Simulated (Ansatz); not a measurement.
Relaxation of BBrClH₃O₂ (8 atoms, charge 0, multiplicity 1), to a largest force component of 0.03 eV/Å in at most 50 steps.

Computed with RKS CAM-B3LYP-D4/def2-SVP (Ansatz).

```xyz
8
Properties=species:S:1:pos:R:3
B 0.108 0.556 -0.431
O -0.035 -0.187 2.063
H -0.980 -0.354 2.181
O 1.285 -0.018 -0.648
H 1.252 -0.957 -0.876
Cl -1.437 -0.189 -0.848
Br 0.129 2.483 0.122
H 0.058 0.770 2.272
```

Where does it end, and by what steps?

The run converged. The force dipped under the threshold on the way, but the program's further checks kept it going. After 20 steps the energy has fallen by 0.153 eV; O2 moved furthest, 0.44 Å. Joined: B1–O2 (2.61 → 1.74 Å).

```csv
step,energy less start (eV),largest force component (eV/Å),accepted
0,0.0000,1.001,yes
1,-0.0110,1.633,yes
2,-0.0386,0.867,yes
3,-0.0650,0.377,yes
4,-0.0710,0.212,yes
5,-0.0759,0.110,yes
6,-0.0842,0.300,yes
7,-0.1080,0.742,yes
8,-0.1279,0.632,yes
9,-0.1328,0.730,yes
10,-0.1379,0.383,yes
11,-0.1491,0.075,yes
12,-0.1498,0.023,yes
13,-0.1500,0.018,yes
14,-0.1506,0.138,yes
15,-0.1517,0.080,yes
16,-0.1524,0.060,yes
17,-0.1527,0.103,yes
18,-0.1531,0.090,yes
19,-0.1532,0.041,yes
20,-0.1534,0.007,yes
```

```xyz
8
Properties=species:S:1:pos:R:3
B 0.080 0.442 -0.017
O -0.071 -0.074 1.634
H -1.022 -0.125 1.829
O 1.282 -0.018 -0.460
H 1.228 -0.899 -0.847
Cl -1.446 -0.297 -0.707
Br 0.035 2.428 0.224
H 0.295 0.646 2.179
```

Whether the end is a true minimum wasn't checked by a vibrational analysis.

Time of the run: 46 s on 4 threads of Arm Neoverse V1, with other jobs on the host, peak memory 0.31 GiB.
